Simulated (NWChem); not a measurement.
System: C$_{4}$H$_{9}$O, doublet; SMILES CC(C)(C)[O]

The following NWChem deck was run.

```
start job
memory heap 200 mb stack 900 mb global 1100 mb
geometry units angstroms noautoz
  C      1.342672    -0.664472     0.000000
  C     -0.018711     0.072211     0.000000
  C     -0.804612    -0.276402    -1.268728
  C     -0.804612    -0.276402     1.268728
  O      0.345611     1.392812     0.000000
  H      1.155405    -1.748664     0.000000
  H      1.923717    -0.399869     0.894406
  H      1.923717    -0.399869    -0.894406
  H     -1.048991    -1.348983    -1.307620
  H     -1.747338     0.290806    -1.296351
  H     -0.220019    -0.010857    -2.161439
  H     -0.220019    -0.010857     2.161439
  H     -1.048991    -1.348983     1.307620
  H     -1.747338     0.290806     1.296351
end
basis spherical
  C library 6-31+g*
  O library 6-31+g*
  H library 6-31+g*
end
dft
  odft
  mult 2
  xc pbe0
  iterations 150
  mulliken
end
task dft gradient
```

NWChem printed, in part:

```
             Northwest Computational Chemistry Package (NWChem) 7.3.0
             --------------------------------------------------------

 CS  symmetry detected

                             Geometry "geometry" -> ""
                             -------------------------

 Output coordinates in angstroms (scale by  1.889725989 to convert to a.u.)

  No.       Tag          Charge          X              Y              Z
 ---- ---------------- ---------- -------------- -------------- --------------
    1 C                    6.0000     1.31096019    -0.71470973     0.00000000
    2 C                    6.0000    -0.01552038     0.08310905     0.00000000
    3 C                    6.0000    -0.81645893    -0.22941110     1.26872800
    4 C                    6.0000    -0.81645893    -0.22941110    -1.26872800
    5 O                    8.0000     0.40846825     1.38577983     0.00000000
    6 H                    1.0000     1.07459221    -1.78926610     0.00000000
    7 H                    1.0000     1.90343494    -0.47679858    -0.89440600
    8 H                    1.0000     1.90343494    -0.47679858     0.89440600
    9 H                    1.0000    -1.10935194    -1.28977178     1.30762000
   10 H                    1.0000    -1.73242093     0.38007298     1.29635100
   11 H                    1.0000    -0.22039703     0.00927976     2.16143900
   12 H                    1.0000    -0.22039703     0.00927976    -2.16143900
   13 H                    1.0000    -1.10935194    -1.28977178    -1.30762000
   14 H                    1.0000    -1.73242093     0.38007298    -1.29635100

 Effective nuclear repulsion energy (a.u.)     189.4027837920

      Symmetry information
      --------------------

 Group name             Cs
 Group number              2
 Group order               2
 No. of unique centers     9

                                 NWChem DFT Module
                                 -----------------

 Summary of "ao basis" -> "ao basis" (spherical)
 ------------------------------------------------------------------------------
       Tag                 Description            Shells   Functions and Types
 ---------------- ------------------------------  ------  ---------------------
 C                          6-31+g*                  8       18   4s3p1d
 O                          6-31+g*                  8       18   4s3p1d
 H                          6-31+g*                  2        2   2s

      Symmetry analysis of basis
      --------------------------

        a'         67
        a"         41

            General Information
            -------------------
          SCF calculation type: DFT
          Wavefunction type:  spin polarized.
          No. of atoms     :    14
          No. of electrons :    41
           Alpha electrons :    21
            Beta electrons :    20
          Charge           :     0
          Spin multiplicity:     2
          Use of symmetry is: on ; symmetry adaption is: on
          Maximum number of iterations: 150
          AO basis - number of functions:   108
                     number of shells:    58
          Convergence on energy requested:  1.00D-06
          Convergence on density requested:  1.00D-05
          Convergence on gradient requested:  5.00D-04

              XC Information
              --------------
                         PBE0 Method XC Functional
                     Hartree-Fock (Exact) Exchange  0.250
          PerdewBurkeErnzerhof Exchange Functional  0.750
            Perdew 1991 LDA Correlation Functional  1.000 local
           PerdewBurkeErnz. Correlation Functional  1.000 non-local

             Grid Information
             ----------------
          Grid used for XC integration:  medium
          Radial quadrature: Mura-Knowles
          Angular quadrature: Lebedev.
          Tag              B.-S. Rad. Rad. Pts. Rad. Cut. Ang. Pts.
          ---              ---------- --------- --------- ---------
          C                   0.70       49          12.0       434
          O                   0.60       49          11.0       434
          H                   0.35       45          11.0       434
          Grid pruning is: on
          Number of quadrature shells:   421
          Spatial weights used:  Erf1

      Superposition of Atomic Density Guess
      -------------------------------------

 Sum of atomic energies:        -229.89480105

      Non-variational initial energy
      ------------------------------

 Total energy =    -232.846120
 1-e energy   =    -684.799595
 2-e energy   =     262.550691
 HOMO         =      -0.323640
 LUMO         =       0.049206

   Symmetry analysis of molecular orbitals - initial alpha
   -------------------------------------------------------

  Numbering of irreducible representations:

     1 a'          2 a"

  Orbital symmetries:

     1 a'          2 a'          3 a"          4 a'          5 a'
     6 a'          7 a'          8 a"          9 a'         10 a'
    11 a'         12 a"         13 a'         14 a'         15 a"
    16 a'         17 a"         18 a"         19 a'         20 a"
    21 a'         22 a'         23 a"         24 a'         25 a'
    26 a'         27 a"         28 a'         29 a'         30 a"
    31 a'

   Symmetry analysis of molecular orbitals - initial beta
   ------------------------------------------------------

  Numbering of irreducible representations:

     1 a'          2 a"

  Orbital symmetries:

     1 a'          2 a'          3 a"          4 a'          5 a'
     6 a'          7 a'          8 a"          9 a'         10 a'
    11 a'         12 a"         13 a'         14 a'         15 a"
    16 a'         17 a"         18 a"         19 a'         20 a"
    21 a'         22 a'         23 a"         24 a'         25 a'
    26 a'         27 a"         28 a'         29 a'         30 a"
    31 a'

     ---------------------------------------------
      Total Density - Mulliken Population Analysis
     ---------------------------------------------

    Atom       Charge   Shell Charges
 -----------   ------   -------------------------------------------------------
    1 C    6     6.52   2.00  0.72  1.91  0.70  1.16 -0.01  0.02  0.03
    2 C    6     6.08   2.00  0.68  1.60  0.49  0.71  0.30  0.22  0.08
    3 C    6     6.68   2.00  0.73  2.04  0.69  1.20 -0.03  0.02  0.03
    4 C    6     6.68   2.00  0.73  2.04  0.69  1.20 -0.03  0.02  0.03
    5 O    8     8.64   2.00  0.96  2.98  1.00  1.80 -0.13  0.01  0.01
    6 H    1     0.69   0.45  0.24
    7 H    1     0.72   0.47  0.25
    8 H    1     0.72   0.47  0.25
    9 H    1     0.71   0.46  0.25
   10 H    1     0.70   0.46  0.25
   11 H    1     0.72   0.46  0.25
   12 H    1     0.72   0.46  0.25
   13 H    1     0.71   0.46  0.25
   14 H    1     0.70   0.46  0.25

     --------------------------------------------
      Spin Density - Mulliken Population Analysis
     --------------------------------------------

    Atom       Charge   Shell Charges
 -----------   ------   -------------------------------------------------------
    1 C    6     0.25   0.00  0.01  0.16 -0.00  0.07 -0.00  0.01  0.00
    2 C    6     0.14   0.00  0.00  0.10  0.00  0.02  0.00  0.01  0.01
    3 C    6     0.05   0.00  0.00  0.03 -0.00  0.01 -0.01  0.00  0.00
    4 C    6     0.05   0.00  0.00  0.03 -0.00  0.01 -0.01  0.00  0.00
    5 O    8     0.43   0.00  0.00  0.27 -0.00  0.15 -0.00  0.01 -0.00
    6 H    1     0.04   0.02  0.02
    7 H    1     0.00   0.00  0.00
    8 H    1     0.00   0.00  0.00
    9 H    1     0.00   0.00  0.00
   10 H    1     0.02   0.01  0.01
   11 H    1     0.00   0.00  0.00
   12 H    1     0.00   0.00  0.00
   13 H    1     0.00   0.00  0.00
   14 H    1     0.02   0.01  0.01

   convergence    iter        energy       DeltaE   RMS-Dens  Diis-err
 ---------------- ----- ----------------- --------- --------- ---------
 d= 0,ls=0.0,diis     1   -232.5951577107 -4.22D+02  1.48D-02  1.86D-01
                                                     1.54D-02  2.39D-01
 d= 0,ls=0.0,diis     2   -232.4705592401  1.25D-01  1.28D-02  6.90D-01
                                                     1.28D-02  5.33D-01
 d= 0,ls=0.0,diis     3   -232.7294756334 -2.59D-01  1.19D-03  2.93D-03
                                                     1.11D-03  2.58D-03
 d= 0,ls=0.0,diis     4   -232.7322705836 -2.79D-03  4.39D-04  2.07D-03
                                                     3.67D-04  1.18D-03
 d= 0,ls=0.0,diis     5   -232.7331422387 -8.72D-04  2.47D-04  2.97D-04
                                                     2.18D-04  1.88D-04
  Resetting Diis
 d= 0,ls=0.0,diis     6   -232.7333344571 -1.92D-04  9.31D-05  2.46D-05
                                                     8.19D-05  1.12D-05
 d= 0,ls=0.0,diis     7   -232.7333514799 -1.70D-05  2.20D-05  9.77D-07
                                                     1.98D-05  5.94D-07
 d= 0,ls=0.0,diis     8   -232.7333518392 -3.59D-07  7.82D-06  5.61D-07
                                                     9.24D-06  7.94D-07

         Total DFT energy =     -232.733351839180
      One electron energy =     -689.535747119273
           Coulomb energy =      300.720646509883
    Exchange-Corr. energy =      -33.321035021834
 Nuclear repulsion energy =      189.402783792044

 Numeric. integr. density =       40.999955242176

                  Occupations of the irreducible representations
                  ----------------------------------------------

                     irrep           alpha         beta
                     --------     --------     --------
                     a'               14.0         13.0
                     a"                7.0          7.0

                    DFT Final Alpha Molecular Orbital Analysis
                    ------------------------------------------

 Vector   19  Occ=1.000000D+00  E=-3.738659D-01  Symmetry=a"
              MO Center= -2.3D-01, -6.6D-02,  7.2D-15, r^2= 3.7D+00
   Bfn.  Coefficient  Atom+Function         Bfn.  Coefficient  Atom+Function
  ----- ------------  ---------------      ----- ------------  ---------------
    41      0.252081   3 C  pz               59      0.252081   4 C  pz
    77     -0.234526   5 O  pz               23     -0.222786   2 C  pz
   101      0.169729  11 H  s               103     -0.169729  12 H  s
    81     -0.144997   5 O  pz              102      0.140599  11 H  s
   104     -0.140599  12 H  s                 5      0.136352   1 C  pz

 Vector   20  Occ=1.000000D+00  E=-3.239498D-01  Symmetry=a'
              MO Center=  2.7D-01,  2.8D-01,  9.4D-16, r^2= 2.7D+00
   Bfn.  Coefficient  Atom+Function         Bfn.  Coefficient  Atom+Function
  ----- ------------  ---------------      ----- ------------  ---------------
    75      0.401132   5 O  px               21     -0.285278   2 C  px
    79      0.266886   5 O  px                3      0.252271   1 C  px
     4     -0.208889   1 C  py               76     -0.166933   5 O  py
     7      0.160451   1 C  px                6     -0.152404   1 C  s
    39      0.145858   3 C  px               57      0.145858   4 C  px

 Vector   21  Occ=1.000000D+00  E=-2.922071D-01  Symmetry=a"
              MO Center=  7.0D-02,  7.9D-01,  8.5D-16, r^2= 2.1D+00
   Bfn.  Coefficient  Atom+Function         Bfn.  Coefficient  Atom+Function
  ----- ------------  ---------------      ----- ------------  ---------------
    77      0.552661   5 O  pz               81      0.371525   5 O  pz
    23     -0.218981   2 C  pz               41      0.178702   3 C  pz
    59      0.178702   4 C  pz               42     -0.147552   3 C  s
    60      0.147552   4 C  s                46     -0.126926   3 C  s
    64      0.126926   4 C  s                45      0.118896   3 C  pz

 Vector   22  Occ=0.000000D+00  E= 1.323349D-02  Symmetry=a'
              MO Center= -2.2D-01, -1.2D+00, -4.6D-15, r^2= 1.1D+01
   Bfn.  Coefficient  Atom+Function         Bfn.  Coefficient  Atom+Function
  ----- ------------  ---------------      ----- ------------  ---------------
    28      7.951828   2 C  s                10     -3.261259   1 C  s
    46     -3.187915   3 C  s                64     -3.187915   4 C  s
    30     -2.207282   2 C  py               11      0.628462   1 C  px
    49      0.521519   3 C  pz               67     -0.521519   4 C  pz
    29     -0.398779   2 C  px               48      0.373678   3 C  py

 Vector   23  Occ=0.000000D+00  E= 3.964625D-02  Symmetry=a'
              MO Center=  5.5D-01, -8.2D-01, -4.6D-16, r^2= 1.6D+01
   Bfn.  Coefficient  Atom+Function         Bfn.  Coefficient  Atom+Function
  ----- ------------  ---------------      ----- ------------  ---------------
    10      4.125363   1 C  s                11     -2.122018   1 C  px
    46     -1.636797   3 C  s                64     -1.636797   4 C  s
    47     -0.962211   3 C  px               65     -0.962211   4 C  px
    29     -0.934323   2 C  px               12      0.881696   1 C  py
    28     -0.819783   2 C  s                49      0.562396   3 C  pz

 Vector   24  Occ=0.000000D+00  E= 4.160397D-02  Symmetry=a"
              MO Center= -6.7D-01, -5.4D-01, -1.0D-12, r^2= 1.6D+01
   Bfn.  Coefficient  Atom+Function         Bfn.  Coefficient  Atom+Function
  ----- ------------  ---------------      ----- ------------  ---------------
    46      3.140459   3 C  s                64     -3.140459   4 C  s
    49     -1.702093   3 C  pz               67     -1.702093   4 C  pz
    31     -0.930973   2 C  pz               13     -0.683897   1 C  pz
    47      0.683058   3 C  px               65     -0.683058   4 C  px
    42      0.228900   3 C  s                60     -0.228900   4 C  s

                     DFT Final Beta Molecular Orbital Analysis
                     -----------------------------------------

 Vector   18  Occ=1.000000D+00  E=-3.706241D-01  Symmetry=a"
              MO Center= -1.8D-01, -8.7D-02,  3.8D-15, r^2= 3.6D+00
   Bfn.  Coefficient  Atom+Function         Bfn.  Coefficient  Atom+Function
  ----- ------------  ---------------      ----- ------------  ---------------
    41     -0.262952   3 C  pz               59     -0.262952   4 C  pz
    23      0.251879   2 C  pz               77      0.202867   5 O  pz
   101     -0.167397  11 H  s               103      0.167397  12 H  s
     5     -0.148021   1 C  pz               45     -0.142695   3 C  pz
    63     -0.142695   4 C  pz              102     -0.140548  11 H  s

[...]

                         DFT ENERGY GRADIENTS

    atom               coordinates                        gradient
                 x          y          z           x          y          z
   1 C       2.477356  -1.350606   0.000000   -0.004465   0.001151   0.000000
   2 C      -0.029329   0.157053   0.000000    0.003107   0.004341   0.000000
   3 C      -1.542884  -0.433524   2.397548    0.001652  -0.000049  -0.003346
   4 C      -1.542884  -0.433524  -2.397548    0.001652  -0.000049   0.003346
   5 O       0.771893   2.618744   0.000000   -0.001720  -0.004206   0.000000
   6 H       2.030685  -3.381223   0.000000   -0.000238  -0.003163   0.000000
   7 H       3.596970  -0.901019  -1.690182    0.001751   0.001023  -0.002656
   8 H       3.596970  -0.901019   1.690182    0.001751   0.001023   0.002656
   9 H      -2.096371  -2.437315   2.471043   -0.001006  -0.002928   0.000370
  10 H      -3.273801   0.718234   2.449748   -0.002550   0.001908   0.000064
  11 H      -0.416490   0.017536   4.084527    0.001810   0.000984   0.002426
  12 H      -0.416490   0.017536  -4.084527    0.001810   0.000984  -0.002426
  13 H      -2.096371  -2.437315  -2.471043   -0.001006  -0.002928  -0.000370
  14 H      -3.273801   0.718234  -2.449748   -0.002550   0.001908  -0.000064
```

Level: PBE0/6-31+G* (spherical d), spin-unrestricted. In the optimisation the excess spin sits in a' (Cs, its own frame). The radical's symmetric form is orbitally degenerate, so geometry and low modes hang on which distorted state is reached. Coordinates come from a PBE0/def2-SVP, spin-unrestricted optimisation. No frequency run checked for a minimum. No stability test was run on the SCF state.
